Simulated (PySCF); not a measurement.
A calculated (PBE, PySCF 2.14, aug-cc-pCVQZ-DK, scalar relativity by spin-free X2C-1e) atom or ion has these occupied shells.

```json
{"shell": "1s α", "electrons": "1", "orbital energy (eV)": "-3134.2", "rms radius, mean of both spins (bohr)": "0.0993"}
{"shell": "1s β", "electrons": "1", "orbital energy (eV)": "-3133.9", "rms radius, mean of both spins (bohr)": "0.0993"}
{"shell": "2s α", "electrons": "1", "orbital energy (eV)": "-312.15", "rms radius, mean of both spins (bohr)": "0.451"}
{"shell": "2s β", "electrons": "1", "orbital energy (eV)": "-311.84", "rms radius, mean of both spins (bohr)": "0.451"}
{"shell": "2p α", "electrons": "3", "orbital energy (eV)": "-245.08", "rms radius, mean of both spins (bohr)": "0.420"}
{"shell": "2p β", "electrons": "3", "orbital energy (eV)": "-244.76", "rms radius, mean of both spins (bohr)": "0.420"}
{"shell": "3s α", "electrons": "1", "orbital energy (eV)": "-37.948", "rms radius, mean of both spins (bohr)": "1.46"}
{"shell": "3p α", "electrons": "3", "orbital energy (eV)": "-23.214", "rms radius, mean of both spins (bohr)": "1.68"}
{"shell": "3p β", "electrons": "3", "orbital energy (eV)": "-22.063", "rms radius, mean of both spins (bohr)": "1.68"}
```

Task: Name the element and its charge.

Result: Ar⁺ (argon, charge +1), in [Ne] 3s1 3p6, 2S determinant (an excited configuration).
